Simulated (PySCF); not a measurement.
C3H5ClSi, SMILES C=C=C[SiH2]Cl.

Coordinates come from a PBE0-D3(BJ)/def2-SVP optimisation. The structure was generated by enumeration, and PubChem lists no compound with its InChIKey, so it may never have been made. Other conformers were not sampled.

Two levels are set side by side: PBE/def2-TZVP (PySCF) and PBE0/def2-TZVP (PySCF). Same geometry, gas phase. Differences are taken from unrounded values.

```json
[
 {"quantity": "orbital gap (eV)", "PBE0": "7.01"},
 {"quantity": "highest occupied level (eV)", "PBE0": "-7.75"},
 {"quantity": "lowest empty level (eV)", "PBE0": "-0.74"},
 {"quantity": "dipole moment (D)", "PBE0": "1.91"},
 {"quantity": "mean polarisability (bohr³)", "PBE0": "76.0"}
]
```

What does PBE give, and how far is it from PBE0? (The exact figures need the calculation; the answer reports its results.)


```
quantity                       PBE  PBE minus PBE0
---------------------------  -----  --------------
orbital gap (eV)              4.91           -2.11
highest occupied level (eV)  -6.59            1.16
lowest empty level (eV)      -1.69           -0.95
dipole moment (D)             1.81           -0.10
mean polarisability (bohr³)   78.2             2.2
```

PBE's occupied levels lie high since its potential decays too fast outside the molecule; exact exchange lowers them and widens the gap. Differences between two approximate levels are no errors against the true value.

Rough cost on one machine, each run with all the roots and properties that it gave: PBE0 against PBE within a factor of 2.
